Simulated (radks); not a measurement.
Q: These are the eigenvalues of the occupied orbitals of an atom or ion with whole-number occupations (hartree). Method: Dirac Kohn-Sham, PBEsol, spin-unpolarised, spherical densities, finite nucleus; Fermi nuclear charge, rms radius of each element as measured or else 0.836 A^(1/3) + 0.57 fm; computed with a radial shooting solver on a logarithmic mesh with Libxc functionals.

| orbital | eigenvalue |
|---|---|
| 1s1/2 | -12.14136 |
| 2s1/2 | -2.05185 |

Which element is it, and in what charge state? The configuration may be excited. Open shells, if any, fill j = l - 1/2 first.

A: Z = 6, carbon, charge +3: C3+ in [He] 2s1. The 1s level, -12.141 hartree, gives Z - s = 4.9 by -(Z - s)^2/2, which with screening and relativity narrows Z to a few neighbours, and the depths must fix Z and the occupations together.
